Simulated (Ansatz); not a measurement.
Reaction (cleavage of the Sn–B bond): `C[B]([SiH3])[SnH3]` + `NCF` → `FC[NH][SnH3]` + `CB[SiH3]`

Isolated molecules relaxed with PBE0-D4/def2-TZVP in Ansatz; ΔE leaves out vibrations. CBS: MP2 limit from def2 TZ/QZ plus the TZ coupled-cluster correction, frozen cores. Functionals use def2-TZVPP. B3LYP here is the variant with VWN-RPA as its local correlation; programs differ in this. Elements past krypton have def2 core potentials. For Sn outer-core shells are correlated without core-valence functions, which leaves a few kJ/mol of doubt a bond. One conformer a species, not always the lowest.

```json
{"level": "PBE-D4", "ΔE (kcal/mol)": "4.4"}
{"level": "r2SCAN-D4", "ΔE (kcal/mol)": "2.7"}
{"level": "B3LYP-D4", "ΔE (kcal/mol)": "2.0"}
{"level": "PBE0", "ΔE (kcal/mol)": "3.8"}
{"level": "B3LYP", "ΔE (kcal/mol)": "1.2"}
{"level": "CCSD(T)/def2-TZVPP", "ΔE (kcal/mol)": "2.1"}
{"level": "SCS-MP2/def2-QZVPP", "ΔE (kcal/mol)": "0.6"}
{"level": "CCSD/CBS(def2)", "ΔE (kcal/mol)": "2.1"}
```

Question: What does CCSD(T)/CBS give? (An estimate is asked.)

Answer: Ansatz gave: +2.3 kcal/mol. The listed levels differ from it by 2.1, 0.4, -0.3, 1.5, -1.1, -0.2, -1.7, -0.2 kcal/mol.

Largest T1 diagnostic among the species: 0.014.

In def2-TZVPP, CCSD(T) changes the Hartree–Fock value by +3.0 kcal/mol (the triples alone add +0.2 kcal/mol) and MP2 by +2.8 kcal/mol.
